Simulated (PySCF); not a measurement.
C4H3FOS, SMILES s1cc(cc1O)F.

Coordinates come from a ωB97X-D3(BJ)/def2-SVP optimisation. The values are those of a single conformer.

Two levels are set side by side: PBE/def2-TZVP (PySCF) and ωB97X/def2-TZVP (PySCF). Same geometry, gas phase. Differences are taken from unrounded values.

```tsv
quantity	ωB97X
orbital gap (eV)	10.45
highest occupied level (eV)	-8.61
lowest empty level (eV)	1.84
dipole moment (D)	2.18
mean polarisability (bohr³)	63.7
```

Problem. What does PBE give, and how far is it from ωB97X? (An estimate is asked for; the answer gives what the named calculation found.)

Solution. 
```csv
quantity,PBE,PBE minus ωB97X
orbital gap (eV),3.96,-6.49
highest occupied level (eV),-5.24,3.37
lowest empty level (eV),-1.28,-3.12
dipole moment (D),2.14,-0.04
mean polarisability (bohr³),66.0,2.3
```

Without exact exchange PBE keeps part of each electron's self-repulsion, which lifts occupied levels and narrows the gap. Loosely held outer electrons make PBE densities more polarisable. Differences between two approximate levels are no errors against the true value.

Rough cost on one machine, each run with all the roots and properties that it gave: ωB97X against PBE within a factor of 2.
